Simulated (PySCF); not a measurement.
SbCl₂, SMILES [Cl][Sb][Cl], multiplicity 2. Atoms are numbered in the order given.

```xyz
3

Sb     0.0000     0.0000     0.6142
Cl     0.0000    -1.7960    -0.9213
Cl     0.0000     1.7960    -0.9213
```
Charge 0, spin multiplicity 2.

Geometry: B3LYP-D3(BJ)/def2-TZVP. The multiplicity is an assumed one; other spin states were not compared. The isomer is the one that the SMILES or the coordinates give; other isomers of the formula were not compared. The def2 effective core potentials stand for the cores of Sb; spin–orbit coupling is left out.

Calculation: PBE/def2-TZVPD run with PySCF.

Mulliken values depend strongly on the basis, most of all with diffuse functions as here. ESP charges are fitted to the potential on shells at 1.4 to 2.0 van der Waals radii. Atomic charges (e):

```json
[
 {"atom": "Sb1", "ESP fit": "0.33", "Mulliken": "0.61", "Mulliken spin": "0.93"},
 {"atom": "Cl2", "ESP fit": "-0.17", "Mulliken": "-0.30", "Mulliken spin": "0.04"},
 {"atom": "Cl3", "ESP fit": "-0.17", "Mulliken": "-0.30", "Mulliken spin": "0.04"}
]
```
